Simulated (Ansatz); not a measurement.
Two isomers of CH3F3OSi: A = `CO[Si](F)(F)F`, B = `FC(F)(F)O[SiH3]`.

Isolated molecules relaxed with PBE0-D4/def2-TZVP in Ansatz; ΔE leaves out vibrations. CCSD(T)/CBS is the MP2 limit (def2-TZVPP, def2-QZVPP) plus CCSD(T) − MP2 in def2-TZVPP, frozen cores. Functionals use def2-TZVPP. B3LYP here is the variant with VWN-RPA as its local correlation; programs differ in this. Each species was taken in one conformer, which may not be the lowest.

(1) Which is lower in electronic energy at CCSD(T)/CBS, and by how much? (Best estimate.)

(2) Give E(B) − E(A) in kcal/mol with HF/def2-TZVPP, B3LYP-D4, CCSD/def2-TZVPP, B2PLYP, CCSD(T)/def2-TZVPP, BLYP-D4, B3LYP. (Estimate.)

(3) Does the order hold for the free energy at 298.15 K (harmonic terms from PBE0-D4)? (Best estimate.)

Largest T1 diagnostic: 0.012.

Answers

(1) The calculation gave: A, by 137.4 kcal/mol.

(2) Ansatz gave: HF/def2-TZVPP 133.6, B3LYP-D4 131.8, CCSD/def2-TZVPP 134.6, B2PLYP 134.6, CCSD(T)/def2-TZVPP 133.3, BLYP-D4 129.7, B3LYP 131.5. None reverses the order clearly.

(3) The calculation gave: Yes: G(B) − G(A) = +132.8 kcal/mol, for one conformer each. Modes under 60 cm⁻¹, often nearly free rotors, make the harmonic entropy too high.

Leaving LDA and LC-ωPBE aside and taking each functional with its dispersion term where it has one, the values, not all of them listed here, spread over 11.1 kcal/mol, from PBE-D4 to BHLYP-D4. LDA lies −3.8 kcal/mol from PBE without D4. From BLYP to BHLYP (50 % exact exchange), in def2-TZVPP and without D4, E(B) − E(A) moves by +5.0 kcal/mol.
